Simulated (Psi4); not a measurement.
C$_{6}$H$_{14}$O (SMILES CC(C)CC(C)O), singlet, geometry from GFN2-xTB; SCS-MP2/STO-3G run with Psi4.

The Psi4 input:
```
memory 2 GB

molecule {
0 1
  C    -2.43078635    0.70386941   -0.80303926
  C    -1.25570669    0.44918022    0.14006863
  C    -1.61131725   -0.65358106    1.13232826
  C    -0.00356784    0.09617071   -0.67105441
  C     1.30635872    0.16561605    0.12111794
  C     2.50620758    0.28469755   -0.82155621
  O     1.41416337   -1.00010812    0.91718752
  H    -3.32653403    0.94646361   -0.23583611
  H    -2.63394850   -0.18210721   -1.40088243
  H    -2.21754026    1.53142372   -1.47653008
  H    -1.05474058    1.37209009    0.69721620
  H    -2.44485243   -0.34699566    1.76089494
  H    -1.89494724   -1.55862855    0.59971909
  H    -0.75974526   -0.88569296    1.76357795
  H     0.07553450    0.78969911   -1.51042497
  H    -0.10234493   -0.91470588   -1.06915737
  H     1.28419761    1.05287160    0.77827267
  H     2.44138523    1.19839905   -1.40578699
  H     3.43649354    0.30505001   -0.25455642
  H     2.53090781   -0.56678997   -1.49790355
  H     2.28569861   -1.01592954    1.32670716
}

set basis sto-3g

energy('scs-mp2')
print_variables()
```

It wrote (shortened):

```
   => Loading Basis Set <=

    Name: STO-3G
    Role: ORBITAL
    Keyword: BASIS

         ---------------------------------------------------------
                                   SCF
               by Justin Turney, Rob Parrish, Andy Simmonett
                          and Daniel G. A. Smith
                              RHF Reference
         ---------------------------------------------------------

  ==> Geometry <==

    Molecular point group: c1
    Full point group: C1

    Geometry (in Angstrom), charge = 0, multiplicity = 1:

       Center              X                  Y                   Z               Mass
    ------------   -----------------  -----------------  -----------------  -----------------
         C           -2.453847216944     0.720583298804    -0.821696277601    12.000000000000
         C           -1.278767556944     0.465894108804     0.121411612399    12.000000000000
         C           -1.634378116944    -0.636867171196     1.113671242399    12.000000000000
         C           -0.026628706944     0.112884598804    -0.689711427601    12.000000000000
         C            1.283297853056     0.182329938804     0.102460922399    12.000000000000
         C            2.483146713056     0.301411438804    -0.840213227601    12.000000000000
         O            1.391102503056    -0.983394231196     0.898530502399    15.994914619570
         H           -3.349594896944     0.963177498804    -0.254493127601     1.007825032230
         H           -2.657009366944    -0.165393321196    -1.419539447601     1.007825032230
         H           -2.240601126944     1.548137608804    -1.495187097601     1.007825032230
         H           -1.077801446944     1.388803978804     0.678559182399     1.007825032230
         H           -2.467913296944    -0.330281771196     1.742237922399     1.007825032230
         H           -1.918008106944    -1.541914661196     0.581062072399     1.007825032230
         H           -0.782806126944    -0.868979071196     1.744920932399     1.007825032230
         H            0.052473633056     0.806412998804    -1.529081987601     1.007825032230
         H           -0.125405796944    -0.897991991196    -1.087814387601     1.007825032230
         H            1.261136743056     1.069585488804     0.759615652399     1.007825032230
         H            2.418324363056     1.215112938804    -1.424444007601     1.007825032230
         H            3.413432673056     0.321763898804    -0.273213437601     1.007825032230
         H            2.507846943056    -0.550076081196    -1.516560567601     1.007825032230
         H            2.262637743056    -0.999215651196     1.308050142399     1.007825032230

  Running in c1 symmetry.

  Rotational constants: A =      0.14775  B =      0.05074  C =      0.04047 [cm^-1]
  Rotational constants: A =   4429.46179  B =   1521.24814  C =   1213.39233 [MHz]
  Nuclear repulsion =  334.173085418327673

  Charge       = 0
  Multiplicity = 1
  Electrons    = 58
  Nalpha       = 29
  Nbeta        = 29

  ==> Algorithm <==

  SCF Algorithm Type is PK.
  DIIS enabled.
  MOM disabled.
  Fractional occupation disabled.
  Guess Type is SAD.
  Energy threshold   = 1.00e-08
  Density threshold  = 1.00e-08
  Integral threshold = 1.00e-12

  ==> Primary Basis <==

  Basis Set: STO-3G
    Blend: STO-3G
    Number of shells: 35
    Number of basis functions: 49
    Number of Cartesian functions: 49
    Spherical Harmonics?: true
    Max angular momentum: 1

  ==> Integral Setup <==

  Using in-core PK algorithm.
   Calculation information:
      Number of atoms:                  21
      Number of AO shells:              35
      Number of primitives:            105
      Number of atomic orbitals:        49
      Number of basis functions:        49

      Integral cutoff                 1.00e-12
      Number of threads:                 1

  Performing in-core PK
  Using 1501850 doubles for integral storage.
  We computed 183646 shell quartets total.
[...]
  @RHF Final Energy:  -306.45030754991370
    Total Energy =                       -306.4503075499137026
  DIE_IF_NOT_CONVERGED          => (empty)
[...]
  PARENT_SYMMETRY               => (empty)
  PCG_BETA_TYPE                 => (empty)
  PCG_CONVERGENCE               => (empty)
  PCG_MAXITER                   => (empty)
  PCM                           => (empty)
  PE                            => (empty)
  PRINT                         => (empty)
  PRINT_NOONS                   => (empty)
  PROPERTIES                    => (empty)
  PROPERTIES_ORIGIN             => (empty)
  PUREAM                        => (empty)
  QC_MODULE                     => (empty)
  RAS1                          => (empty)
  RAS2                          => (empty)
  RAS3                          => (empty)
  RAS4                          => (empty)
  RELATIVISTIC                  => (empty)
  RELAXED                       => (empty)
  REMP_A                        => (empty)
  RESTRICTED_DOCC               => (empty)
  RESTRICTED_UOCC               => (empty)
  RMS_MOGRAD_CONVERGENCE        => (empty)
  R_CONVERGENCE                 => (empty)
  SCF_TYPE                      => (empty)
  SCREENING                     => (empty)
  SCS_TYPE                      => (empty)
  SOCC                          => (empty)
  SOS_TYPE                      => (empty)
  SPIN_SCALE_TYPE               => SCS             !
  SS_SCALE                      => (empty)
  SYMMETRIZE                    => (empty)
  TPDM_ABCD_TYPE                => (empty)
  WFN                           => (empty)
  WFN_TYPE                      => OMP2            !
  WRITER_FILE_LABEL             => (empty)
  ZORA_BASIS_TOLERANCE          => (empty)
  ZORA_NR_DEBUG                 => (empty)
  ZORA_PRUNING_SCHEME           => (empty)
  ZORA_RADIAL_POINTS            => (empty)
  ZORA_SPHERICAL_POINTS         => (empty)

 ==============================================================================
 ==============================================================================
 ==============================================================================

                             MP2
                    Program Written by Ugur Bozkaya,
              Additional Contributions by J. P. Misiewicz

 ==============================================================================
 ==============================================================================
 ==============================================================================

	MO spaces per irreps...

	IRREP   FC    OCC   VIR  FV
	==============================
	   A     0    29    20    0
	==============================

	Cost of iabc is      0 MB
	Cost of abcd is      0 MB
	Switching to the incore algorithm for iabc..
	Switching to the incore algorithm for abcd..

	Computing MP2 energy using SCF MOs (Canonical MP2)...
	==============================================================================
	Nuclear Repulsion Energy (a.u.)    :   334.17308541832767
	SCF Energy (a.u.)                  :  -306.45030754991370
	REF Energy (a.u.)                  :  -306.45030754991370
	Alpha-Alpha Contribution (a.u.)    :    -0.01899101524119
	Alpha-Beta Contribution (a.u.)     :    -0.30680869932891
	Beta-Beta Contribution (a.u.)      :    -0.01899101524119
	Scaled_SS Correlation Energy (a.u.):    -0.01266067682746
	Scaled_OS Correlation Energy (a.u.):    -0.36817043919469
	SCS-MP2 Total Energy (a.u.)        :  -306.83113866593578
	SOS-MP2 Total Energy (a.u.)        :  -306.81847798910837
	SCSN-MP2 Total Energy (a.u.)       :  -306.51715592356271
	SCS-MP2-VDW Total Energy (a.u.)    :  -306.86201370029590
	SOS-PI-MP2 Total Energy (a.u.)     :  -306.87983972897416
	MP2 Correlation Energy (a.u.)      :    -0.34479072981128
	MP2 Total Energy (a.u.)            :  -306.79509827972498
	==============================================================================

  Variable Map:
  ----------------------------------------------------------------------------
[...]
  Array Variable Map:
  ----------------------------------------------------------------------------
[...]
[...]
```
